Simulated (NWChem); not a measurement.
# GeNH4F; SMILES [F][GeH2][NH2]

Computed with NWChem. Coordinates come from a B3LYP/6-31G* (spherical d) optimisation. Gas phase, vertical. One conformer.

B3LYP/def2-SVPD, TDA puts singlet state 3 at 7.28 eV with oscillator strength 0.097.

Problem. Give the wavelength, the transition dipole and the radiative lifetime of that state in vacuum.

Solution. 
1. λ = 1239.84/7.28 = 170 nm, or 58720 cm⁻¹.
2. f = (2/3) ΔE μ² in atomic units, so μ = √(1.5 f/ΔE) = 0.74 a.u. = 1.87 D.
3. τ = 1.499 s cm⁻² / (f ν²) = 4.5 ns, for a non-degenerate state that emits at the vertical energy; a higher state like this one mostly decays faster by other paths.
